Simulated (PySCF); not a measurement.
# GeCl2: from structure and modes to constants

Method: PySCF, PBE0, basis Ge def2-TZVP, Cl def2-TZVP (no relativity, density fitting).

The singlet minimum has C2v symmetry. Masses (u): Ge 73.92118, Cl 34.96885.

```xyz
3
charge 0 multiplicity 1, angstrom
Ge    0.0000    0.0000   -0.6804
Cl    1.6728    0.0000    0.7205
Cl   -1.6728    0.0000    0.7205
```

Harmonic wavenumbers (cm⁻¹): 158.1 (a1, ×1), 388.1 (b2, ×1), 409.5 (a1, ×1).

What is the harmonic zero-point energy?

Half the sum of all 3 wavenumbers, 956/2 = 478 cm⁻¹, which is 5.7 kJ/mol (1 cm⁻¹ = 0.0119627 kJ/mol).

Give the standard entropy (298.15 K, 1 bar) by its translational, rotational, vibrational and spin parts, and Cp.

Sackur–Tetrode with M = 143.86 u gives 170.8; rotation with symmetry number 2 gives 105.6; vibration 18.9; spin R ln 1 = 0.0. The total is 295.3 J/(mol K), and Cp = 4 R + 20.2 = 53.5 J/(mol K).
